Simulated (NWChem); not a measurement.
The numbers come from NWChem runs, not from measurements. System: isocyanic acid (CHNO), charge 0, spin multiplicity 1, at a geometry optimised with PBE0/def2-SVP. Level: CR-CCSD(T)/cc-pVDZ, 3 core orbitals frozen.

Input file:

```
start mol
memory heap 100 mb stack 700 mb global 1900 mb
geometry units angstroms nocenter noautoz
  N      1.160035    -0.073177     0.000000
  C     -0.046793     0.019492     0.000000
  O     -1.210432    -0.034097     0.000000
  H      1.843970     0.668061     0.000000
  symmetry group Cs
end
basis spherical
  * library cc-pvdz
end
scf
  rhf
  nopen 0
  maxiter 100
  thresh 1e-7
  semidirect memsize 60000000 filesize 0
end
tce
  freeze core 3
  cr-ccsd(t)
  2eorb
  2emet 13
  thresh 1e-6
  maxiter 100
  tilesize 24
end
task tce energy
```

NWChem printed:

```
             Northwest Computational Chemistry Package (NWChem) 7.3.0
             --------------------------------------------------------

                                NWChem Input Module
                                -------------------

 Scaling coordinates for geometry "geometry" by  1.889725989
 (inverse scale =  0.529177249)

 Turning off AUTOSYM since
 SYMMETRY directive was detected!

                             Geometry "geometry" -> ""
                             -------------------------

 Output coordinates in angstroms (scale by  1.889725989 to convert to a.u.)

  No.       Tag          Charge          X              Y              Z
 ---- ---------------- ---------- -------------- -------------- --------------
    1 N                    7.0000     1.16003500    -0.07317700     0.00000000
    2 C                    6.0000    -0.04679300     0.01949200     0.00000000
    3 O                    8.0000    -1.21043200    -0.03409700     0.00000000
    4 H                    1.0000     1.84397000     0.66806100     0.00000000

 Effective nuclear repulsion energy (a.u.)      59.2793257738

            Nuclear Dipole moment (a.u.)
            ----------------------------
        X                 Y               Z
 ---------------- ---------------- ----------------
     0.0000018897    -0.0000037795     0.0000000000

      Symmetry information
      --------------------

 Group name             Cs
 Group number              2
 Group order               2
 No. of unique centers     4

      Symmetry unique atoms

     1    2    3    4


 Summary of "ao basis" -> "" (spherical)
 ------------------------------------------------------------------------------
       Tag                 Description            Shells   Functions and Types
 ---------------- ------------------------------  ------  ---------------------
 *                          cc-pvdz                   on all atoms

 Summary of "ao basis" -> "ao basis" (spherical)
 ------------------------------------------------------------------------------
       Tag                 Description            Shells   Functions and Types
[...]
          -----------------------
          Calculation type : Coupled-cluster singles & doubles w/ perturbation
   Perturbative correction : Completely renormalized (T)
            Max iterations :      100
        Residual threshold : 0.10D-05
     T(0) DIIS level shift : 0.00D+00
     L(0) DIIS level shift : 0.00D+00
     T(1) DIIS level shift : 0.00D+00
     L(1) DIIS level shift : 0.00D+00
     T(R) DIIS level shift : 0.00D+00
     T(I) DIIS level shift : 0.00D+00
   CC-T/L Amplitude update :  5-th order DIIS
                I/O scheme : Global Array Library
        L-threshold :  0.10D-05
        EOM-threshold :  0.10D-05
 no EOMCCSD initial starts read in
 TCE RESTART OPTIONS
 SLICE:      F
 D4D5:       F
 quantumc:   F
 qrotation:  F
 pwtce:      F
 qducc:      F
 nacto:                         0
 nrotv:                         0
 nrot:                          0

            Memory Information
            ------------------
          Available GA space size is     249034591 doubles
          Available MA space size is     104854932 doubles

 Maximum block size supplied by input
 Maximum block size        24 doubles

 tile_dim =     13

 -------------------------------------------------
   1    alpha     a'     6 doubles       0       1
   2    alpha     a"     2 doubles       6       2
   3    beta      a'     6 doubles       8       1
   4    beta      a"     2 doubles      14       2
   5    alpha     a'    12 doubles      16       5
   6    alpha     a'    13 doubles      28       6
   7    alpha     a"    11 doubles      41       7
   8    beta      a'    12 doubles      52       5
   9    beta      a'    13 doubles      64       6
  10    beta      a"    11 doubles      77       7

 Global array virtual files algorithm will be used

 Parallel file system coherency ......... OK

 4-electron integrals stored in orbital form

 v2    file size   =           475288
 4-index algorithm nr.  13 is used
 imaxsize =       30
 imaxsize ichop =        0


CCSD iterations
 ---------------------------------------------------------
 Iter          Residuum       Correlation     Cpu    Wall
 ---------------------------------------------------------
    1   0.1668281223291  -0.4651969795116     0.1     0.1
    2   0.0463468135360  -0.4579946889141     0.1     0.1
    3   0.0156694510014  -0.4685944450808     0.1     0.1
    4   0.0076372672757  -0.4683563629025     0.1     0.1
    5   0.0029435884150  -0.4696288651242     0.1     0.1
    6   0.0009223990663  -0.4698040299911     0.1     0.1
    7   0.0003969141910  -0.4698381013962     0.1     0.1
    8   0.0002009127911  -0.4698481253253     0.1     0.1
    9   0.0001064005668  -0.4698482909616     0.1     0.1
   10   0.0000593560094  -0.4698539194311     0.1     0.1
   11   0.0000126851671  -0.4698568217628     0.1     0.1
   12   0.0000053702861  -0.4698569395422     0.1     0.1
   13   0.0000032823924  -0.4698571380739     0.1     0.1
   14   0.0000019802491  -0.4698571206452     0.1     0.1
   15   0.0000012798953  -0.4698571317640     0.1     0.1
   16   0.0000002547065  -0.4698571066244     0.1     0.1
 -----------------------------------------------------------------
 Iterations converged
 CCSD correlation energy / hartree =        -0.469857106624415
 CCSD total energy / hartree       =      -168.247974475825117

 Singles contributions

 Doubles contributions
 CR-CCSD(T)

 CR-CCSD[T]  correction energy / hartree =        -0.016034033161326
 CR-CCSD[T] correlation energy / hartree =        -0.485891139785741
 CR-CCSD[T] total energy / hartree       =      -168.264008508986450
 CR-CCSD(T)  correction energy / hartree =        -0.014517523061611
 CR-CCSD(T) correlation energy / hartree =        -0.484374629686026
 CR-CCSD(T) total energy / hartree       =      -168.262491998886730

 Task  times  cpu:        5.4s     wall:        5.4s

 Total times  cpu:        5.5s     wall:        5.5s
```
